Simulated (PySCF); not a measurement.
Computed IR spectrum (relative IR intensity) of a molecule FH7OSi3. Coordinates come from a PBE0-D3(BJ)/def2-SVP optimisation. The values are those of a single conformer. These are PBE0-D3(BJ)/def2-SVP run with PySCF 2.14.0 values and carry that method's errors. Frequencies are harmonic and unscaled.

Lines under 2 % of the strongest are left out, and lines within 2 cm⁻¹ are merged.

```
ν (cm⁻¹)  relative intensity
--------  ------------------
152                      5.2
208                      2.2
233                       42
385                      2.0
434                      8.7
465                      3.4
521                      3.9
546                      7.4
705                       44
724                       52
761                       77
804                      7.4
841                       16
856                      100
881                       36
924                       58
927                      2.8
937                       18
968                       29
2203                      82
2216                      55
2223                      18
2235                      29
2242                      40
3923                      46
```

### Question
Identify the compound among the candidates.
A) F[SiH2][SiH2]O[SiH3]
B) F[SiH2]O[SiH2][SiH3]
C) O[SiH2][Si@H](F)[SiH3]
D) O[SiH2][SiH2][SiH2]F

### Answer
C, O[SiH2][Si@H](F)[SiH3]
